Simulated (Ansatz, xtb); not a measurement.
# C7H4N2O: which of two isomers lies lower

We compare X, `N#Cc1ccc(C=O)nc1`, a singlet, with Y, `N#Cc1cccnc1C=O`, a singlet. Both are isolated molecules in the gas phase, relaxed with B3LYP/def2-SVP; the shapes shown needn't be the lowest conformers.

X (Å):

```xyz
14

C    -1.9268   -1.1451   -0.8247
C    -0.7442   -0.4420   -0.4189
C     0.3190   -0.2244   -1.3148
C     1.4376    0.4639   -0.8593
C     1.4534    0.9085    0.4709
C     2.6376    1.6542    1.0075
C    -0.6257    0.0486    0.9001
N    -2.8856   -1.7137   -1.1487
N     0.4447    0.7048    1.3285
O     3.6183    1.9106    0.3524
H     0.2565   -0.5919   -2.3411
H     2.2984    0.6682   -1.4987
H     2.5258    1.9516    2.0787
H    -1.4406   -0.1091    1.6147
```

Y (Å):

| atom | x (Å) | y (Å) | z (Å) |
| --- | --- | --- | --- |
| C | -1.6022 | -0.4107 | -0.3110 |
| C | -0.2734 | 0.1358 | -0.3099 |
| C | 0.0958 | 1.0097 | -1.3486 |
| C | 1.3803 | 1.5463 | -1.3589 |
| C | 2.2623 | 1.1944 | -0.3297 |
| C | 0.6959 | -0.1539 | 0.6812 |
| C | 0.4268 | -1.0694 | 1.8386 |
| N | -2.6956 | -0.7842 | -0.4213 |
| N | 1.9253 | 0.3687 | 0.6583 |
| O | -0.6180 | -1.6360 | 2.0350 |
| H | -0.6257 | 1.2558 | -2.1303 |
| H | 1.6968 | 2.2276 | -2.1513 |
| H | 3.2805 | 1.5989 | -0.3078 |
| H | 1.3135 | -1.1719 | 2.5108 |

Quicker runs give these differences E(Y) − E(X): GFN2-xTB +1.4 kcal/mol; HF/STO-3G +1.7 kcal/mol (at GFN2-xTB geometries); r2SCAN-D4/def2-SVP +2.6 kcal/mol (at GFN2-xTB geometries).

Task: Estimate E(Y) − E(X) at the level CCSD(T)/def2-SVP + ΔMP2/def2-TZVPP.

Result: Calculated at CCSD(T)/def2-SVP + ΔMP2/def2-TZVPP: E(Y) − E(X) = +2.8 kcal/mol, so structure X lies lower.

Level by level:

| level | geometry | E(Y) − E(X) (kcal/mol) | departure from the last row (kcal/mol) | job, with rough time for the two |
| --- | --- | --- | --- | --- |
| GFN2-xTB | GFN2-xTB | +1.4 | −1.4 | optimisation, 0.18 s |
| HF/STO-3G | GFN2-xTB | +1.7 | −1.1 | single point, 0.92 s |
| r2SCAN-D4/def2-SVP | GFN2-xTB | +2.6 | −0.2 | single point, 9.9 s |
| B3LYP/def2-SVP | B3LYP/def2-SVP | +3.1 | +0.2 | optimisation, 79 s |
| HF/def2-SVP | B3LYP/def2-SVP | +4.4 | +1.5 | part of the CCSD(T) run |
| MP2/def2-SVP | B3LYP/def2-SVP | +2.4 | −0.5 | part of the CCSD(T) run |
| CCSD(T)/def2-SVP | B3LYP/def2-SVP | +2.7 | −0.2 | single point |
| CCSD(T)/def2-SVP + ΔMP2/def2-TZVPP | B3LYP/def2-SVP | +2.8 |  | single point, 6 min |

As drawn, both hold the same kinds of bond in the same numbers.

None of the levels shown reverses the order. The largest departure from CCSD(T)/def2-SVP + ΔMP2/def2-TZVPP is that of HF/def2-SVP, 1.5 kcal/mol. The last row adds to CCSD(T) the change of the MP2 difference between the two basis sets, here +0.2 kcal/mol.

With thermal terms from frequencies at re-optimised GFN2-xTB minima (ideal gas, soft modes damped towards free rotors, one conformer each, 298.15 K, 1 atm): on the last row, ΔE + ΔZPE = +2.8, ΔH = +2.8, ΔG = +2.9 kcal/mol.

The correlated steps freeze 10 core orbitals. Run with Ansatz 0.2.0, xtb 6.7.1; the last row on 2 threads of Arm Neoverse V1 on a shared host.
